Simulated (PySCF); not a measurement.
Gas-phase reaction: 2 WO2(OH)2 = W2O6 + 2 H2 + O2, at 1600 K and a standard pressure of 1 bar. Level: PBE0/def2-SVP†.

Computed with PySCF and rigid-rotor harmonic-oscillator thermochemistry at 1 bar. † marks an energy on the PBE0/def2-TZVP geometry and frequencies. Open shells (unrestricted): O2 (multiplicity 3); the rest are closed-shell singlets. W: scalar-relativistic def2 core potential, no spin-orbit coupling. No R ln 2 is added for the mirror-image form of WO2(OH)2. W2O6: computed as isolated molecules; such fragments, hydroxides, amides, oligomers or adducts are transient or little studied in the gas. The harmonic model lacks anharmonicity and excited electronic states, which grow with temperature; levels with a mode under 35 cm⁻¹ are left out. Soft modes under 120 cm⁻¹ make the harmonic entropy rough for W2O6.

```json
[
 {"species": "WO2(OH)2", "E (Ha)": "-368.81130", "H(1600 K) − E (kJ/mol)": "279.7", "S°(1600 K) (J/mol/K)": "553.1"},
 {"species": "W2O6", "E (Ha)": "-584.98610", "H(1600 K) − E (kJ/mol)": "298.6", "S°(1600 K) (J/mol/K)": "670.5"},
 {"species": "H2", "E (Ha)": "-1.16365", "H(1600 K) − E (kJ/mol)": "74.0", "S°(1600 K) (J/mol/K)": "180.1"},
 {"species": "O2", "E (Ha)": "-150.05227", "H(1600 K) − E (kJ/mol)": "62.4", "S°(1600 K) (J/mol/K)": "259.2"}
]
```
E: electronic energy; H − E holds the zero-point and thermal terms. 1 Ha = 2625.5 kJ/mol.

Task: Work out ΔH°, ΔS°, ΔG° and log10 K from these numbers.

Result: 1. ΔE = 1×(-584.98610) + 2×(-1.16365) + 1×(-150.05227) − 2×(-368.81130) = 0.25693 Ha = 674.6 kJ.
2. Δ(H − E) = 1×(298.6) + 2×(74.0) + 1×(62.4) − 2×(279.7) = -50.4 kJ, so ΔH° = 624.2 kJ.
3. ΔS° = 1×(670.5) + 2×(180.1) + 1×(259.2) − 2×(553.1) = 183.7 J/K; the number of gas molecules changes by +2.
4. ΔG° = ΔH° − TΔS° = 624.2 − 1600×(183.7)/1000 = 330.3 kJ.
5. log10 K = −ΔG°/(RT ln 10) = -10.78, with RT ln 10 = 30.63 kJ/mol; at standard pressures the reactants are favoured.
6. A shift of 10 kJ in ΔE would move log10 K by 0.33 here.
For scale, ΔH°(298 K) is 631 kJ at this level, 627 kJ at ωB97M-V/def2-TZVP†, and runs from 574 to 851 kJ over the 17 levels computed.
